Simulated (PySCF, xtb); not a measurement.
CuF2, SMILES [F][Cu-][F], charge -1, multiplicity 1.

Harmonic wavenumbers (cm⁻¹) from GFN2-xTB (xtb) at its own minimum, in rising order: 155, 155, 379, 547.

**Question.** What does PBE-D3(BJ)/def2-TZVPD in PySCF give at its own minimum? (The exact figures need the calculation; the answer reports its results.)

**Answer.** 170, 170, 469, 576. Paired by order, the mean absolute difference is 37 cm⁻¹ and the zero-point energies are 1.8 and 2.0 kcal/mol.
